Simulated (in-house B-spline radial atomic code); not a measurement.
Response and correlation along the 32-electron series, closed shell [Ar] 3d10 4s2 (4p1/2)2; the second-order energy is extrapolated in partial waves. Computed with a B-spline radial code for spherical atoms: relativistic RPA and second-order many-body perturbation theory on Dirac-Hartree-Fock.

Closed in jj coupling only.

```tsv
ion	Z	dipole polarisability (bohr³)	quadrupole polarisability (bohr⁵)	ratio of RPA to uncoupled dipole	second order correlation energy (Eh)	C6 of two such ions (Eh bohr⁶)
Te20+	52	0.24233	0.23537	0.98223	-1.8696	0.1642
I21+	53	0.21573	0.18953	0.98188	-1.8754	0.13737
Xe22+	54	0.19267	0.15364	0.98158	-1.8809	0.11554
Cs23+	55	0.17259	0.12532	0.9813	-1.8864	0.097653
Ba24+	56	0.15502	0.10282	0.98104	-1.8917	0.082912
La25+	57	0.13959	0.084821	0.9808	-1.8969	0.070695
Ce26+	58	0.12598	0.070333	0.98057	-1.902	0.060515
Pr27+	59	0.11395	0.058603	0.98036	-1.9069	0.051991
Nd28+	60	0.10327	0.049052	0.98015	-1.9118	0.04482
Pm29+	61	0.093762	0.041235	0.97995	-1.9165	0.038762
Sm30+	62	0.085278	0.034805	0.97976	-1.9211	0.033624
Eu31+	63	0.077686	0.029491	0.97958	-1.9257	0.029249
Gd32+	64	0.070876	0.02508	0.97939	-1.9301	0.02551
Tb33+	65	0.064752	0.021402	0.97921	-1.9345	0.022305
Dy34+	66	0.059237	0.018324	0.97904	-1.9388	0.019548
Ho35+	67	0.054257	0.015737	0.97887	-1.9431	0.01717
```

Task: How fast does the dipole polarisability fall along the series?

Result: From 0.2423 to 0.05426 bohr³; a fit of its logarithm against log Z from Z = 52 to 67 has slope -5.89.
